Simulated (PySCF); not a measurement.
## N³⁺ (nitrogen, charge +3) across methods

[He] 2s2, closed-shell 1S. All numbers are calculated (PySCF 2.14, the spin-free X2C one-electron Hamiltonian (Gaussian nucleus), in aug-cc-pCVQZ-DK (9s8p6d4f2g, 109 functions)).

```tsv
method	E (hartree)	mean ε 1s (eV)	mean ε 2s (eV)	Σ⟨r²⟩ (bohr²)	⟨S²⟩
PBE	-51.1608	-450.75	-68.121	3.014	0.000
MN15	-51.2540	-455.83	-71.344	2.997	0.000
TPSSh	-51.2350	-457.84	-69.266	3.009	0.000
r2SCAN	-51.1896	-455.41	-68.518	3.026	0.000
PBE0	-51.1727	-461.56	-70.183	3.016	0.000
UHF	-51.11181	-493.30	-75.332	3.039	0.000
wB97X	-51.2395	-461.75	-72.824	3.008	0.000
```

Q: Estimate the same row for LDA.

A: E (hartree) = -50.7503; mean ε 1s (eV) = -447.49; mean ε 2s (eV) = -67.797; Σ⟨r²⟩ (bohr²) = 3.036; ⟨S²⟩ = 0.000.
